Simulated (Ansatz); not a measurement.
Reaction (ligand exchange at a Ge–C bond): `[OH][GeH2][C]#C[SiH3]` + H₂S → `[OH][GeH2][SH]` + `C#C[SiH3]`

Isolated molecules relaxed with PBE0-D4/def2-TZVP in Ansatz; ΔE leaves out vibrations. CCSD(T)/CBS adds triple-zeta CCSD(T) − MP2 to the extrapolated MP2 energy (def2 sets, frozen cores). This one scheme is used for every species. Functionals use def2-TZVPP. B3LYP here is the variant with VWN-RPA as its local correlation; programs differ in this. For Ge outer-core shells are correlated without core-valence functions, which leaves a few kJ/mol of doubt a bond. Scalar relativity is left out up to krypton. One conformer a species, not always the lowest.

```json
{"level": "PBE0-D4", "ΔE (kJ/mol)": "-38.8"}
{"level": "B3LYP-D4", "ΔE (kJ/mol)": "-37.1"}
{"level": "B3LYP", "ΔE (kJ/mol)": "-37.5"}
{"level": "HF/def2-QZVPP", "ΔE (kJ/mol)": "-33.2"}
```

Task: What does CCSD(T)/CBS give? (Estimate.)

Result: Ansatz gave: -33.6 kJ/mol. The listed levels differ from it by -5.2, -3.5, -3.9, 0.4 kJ/mol.

Largest T1 diagnostic among the species: 0.013.

In def2-TZVPP, CCSD(T) changes the Hartree–Fock value by +4.5 kJ/mol (the triples alone add +0.1 kJ/mol) and MP2 by +3.5 kJ/mol.
